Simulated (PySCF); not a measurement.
## Radial density of Be (beryllium, neutral)

UHF, [He] 2s2, closed-shell 1S. Calculation: PySCF 2.14, in def2-TZVP; the non-relativistic Hamiltonian (point nucleus).

| r (bohr) | 4πr²ρ (e/bohr) |
| --- | --- |
| 0.00661 | 0.01837 |
| 0.0111 | 0.05033 |
| 0.0187 | 0.1337 |
| 0.0314 | 0.3422 |
| 0.0529 | 0.8161 |
| 0.0889 | 1.740 |
| 0.150 | 3.069 |
| 0.252 | 3.978 |
| 0.423 | 3.121 |
| 0.712 | 1.125 |
| 1.20 | 0.5040 |
| 2.01 | 0.7871 |
| 3.39 | 0.4266 |
| 5.70 | 0.04558 |
| 9.59 | 0.0003933 |
